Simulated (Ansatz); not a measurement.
The same ligand exchange along the group F, Cl, Br.

Program: Ansatz. Geometries: PBE0-D4/def2-TZVP. ΔE: electronic, gas phase. CBS: MP2 limit from def2 TZ/QZ plus the TZ coupled-cluster correction, frozen cores. This one scheme is used for every species. DFT in def2-TZVPP. For Br outer-core shells are correlated without core-valence functions, which leaves a few kJ/mol of doubt a bond. Scalar relativity is left out up to krypton. One conformer a species, not always the lowest.

| reaction | ωB97M-V (kJ/mol) |
| --- | --- |
| `COB(O)F` + `O[SiH3]` → `OB(F)O[SiH3]` + CH₃OH | -1 |
| `COB(O)Cl` + `O[SiH3]` → `OB(Cl)O[SiH3]` + CH₃OH | 1 |
| `COB(O)Br` + `O[SiH3]` → `OB(Br)O[SiH3]` + CH₃OH | 0 |

Q: Give the CCSD(T)/CBS values in the same order. (Estimate.)

A: The calculation gave: -2, 0, -1 kJ/mol.

Largest T1 diagnostic: 0.012, for `OB(F)O[SiH3]`.
